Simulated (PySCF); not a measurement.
**Working out the excitation energy of B⁺**

B⁺ [He] 2s2 (1S) → B⁺ [He] 2p2 (3P). Computed with PySCF 2.14 in x2c-QZVPPall (7s4p3d2f1g, 57 functions), with scalar relativity by spin-free X2C-1e. Frozen: 1s2. Energies in hartree (1 hartree = 27.21139 eV):

```
            part  B⁺ (lower)  B⁺ (upper)
             UHF  -24.244372  -23.841653
CCSD correlation   -0.060659   -0.009451
             (T)    0.000000    0.000000
```

Q: What does Hartree-Fock give?

A: (-23.841653) − (-24.244372) = 0.402719 hartree = 10.959 eV.

Q: What do CCSD and CCSD(T) give?

A: The CCSD correlation energies differ by 0.051208 hartree = 1.393 eV and the triples by 0.000000 hartree = 0.000 eV, so CCSD gives 12.352 eV and CCSD(T) 12.352 eV.

Measured between the centres of the two terms (NIST): 12.265 eV, so CCSD(T) (valence) is off by 0.087 eV.

What remains against the reference includes basis incompleteness, the frozen core and higher excitations.
